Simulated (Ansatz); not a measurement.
Start from `[OH][SnH3]` and change one atom or group to get `[OH][SnH2][AlH2]`.

Ansatz, PBE0-D4/def2-TZVP geometries, multiplicity 1. Each molecule was computed in one conformer, which needn't be the lowest.

Elements past krypton have def2 core potentials.

```json
{"property": "HOMO energy (B3LYP/def2-TZVPP) / eV", "`[OH][SnH3]`": "-7.97"}
{"property": "zero-point energy (PBE0-D4/def2-TZVP) / kJ/mol", "`[OH][SnH3]`": "86.6"}
{"property": "HOMO energy (PBE0/def2-TZVPP) / eV", "`[OH][SnH3]`": "-8.21"}
{"property": "LUMO energy (PBE0/def2-TZVPP) / eV", "`[OH][SnH3]`": "-0.54"}
{"property": "HOMO energy (ωB97M-V/def2-TZVPP) / eV", "`[OH][SnH3]`": "-10.56"}
{"property": "HOMO–LUMO gap (PBE0/def2-TZVPP) / eV", "`[OH][SnH3]`": "7.67"}
```

(1) Give the same properties after the change, and the shifts. (Best estimate.)

## Answers

(1) Ansatz gave: 
```json
{"property": "HOMO energy (B3LYP/def2-TZVPP) / eV", "`[OH][SnH2][AlH2]`": "-7.03", "shift": "0.94"}
{"property": "zero-point energy (PBE0-D4/def2-TZVP) / kJ/mol", "`[OH][SnH2][AlH2]`": "104.2", "shift": "17.6"}
{"property": "HOMO energy (PBE0/def2-TZVPP) / eV", "`[OH][SnH2][AlH2]`": "-7.23", "shift": "0.98"}
{"property": "LUMO energy (PBE0/def2-TZVPP) / eV", "`[OH][SnH2][AlH2]`": "-2.39", "shift": "-1.85"}
{"property": "HOMO energy (ωB97M-V/def2-TZVPP) / eV", "`[OH][SnH2][AlH2]`": "-9.24", "shift": "1.32"}
{"property": "HOMO–LUMO gap (PBE0/def2-TZVPP) / eV", "`[OH][SnH2][AlH2]`": "4.84", "shift": "-2.83"}
```

With PBE0 the HOMO rises by 0.98 eV and the LUMO falls by 1.85 eV, so the gap narrows by about 2.83 eV. PBE moves the HOMO by 0.59 eV and ωB97M-V by 1.32 eV. The zero-point energy changes by 17.6 kJ/mol with +6 modes.

B3LYP here is the variant with VWN-RPA as its local correlation; programs differ in this.
